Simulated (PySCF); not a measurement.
# Polarisability and C₆ of N (nitrogen, neutral)

[He] 2s2 2p3, high-spin 4S determinant. Computed with PySCF 2.14 in dyall-acv3z (15s9p4d2f, 76 functions), with scalar relativity by spin-free X2C-1e. Coupled (time-dependent) response in atomic units; α is the mean over directions.

| method | mean α (bohr³) | C₆ (like pair) | S(−4) |
| --- | --- | --- | --- |
| UHF | 7.112 | 23.12 | 27.60 |
| PBE | 8.064 | 27.82 | 35.16 |
| PBE0 | 7.628 | 25.85 | 30.17 |
| B3LYP | 7.651 | 25.95 | 30.25 |
| M06-2X | 7.295 | 24.25 | 26.71 |

S(−4) is the Cauchy moment in α(ω) = α(0) + S(−4) ω² + …

Reference α: 7.4 ± 0.2 bohr³ (recommended; Schwerdtfeger and Nagle, table of static dipole polarizabilities (2023 update)). Published C₆: 24.20 (Chu and Dalgarno (2004); Tang, Norbeck and Certain (1976)).

α(iu) at PBE:

```
u (hartree)  α(iu) (bohr³)
          0          8.064
     0.0500          7.977
      0.100          7.735
      0.200          6.949
      0.300          6.034
      0.500          4.425
      0.750          3.052
       1.00          2.198
       1.50          1.282
       2.00         0.8363
       3.00         0.4348
       5.00         0.1797
```

A single London oscillator, α(iu) = α/(1 + u²/ω²), gives C₆ = (3/4) ω α². Matching the computed C₆ needs ω = 4 × 27.82 / (3 × 8.064²) = 0.570 hartree.
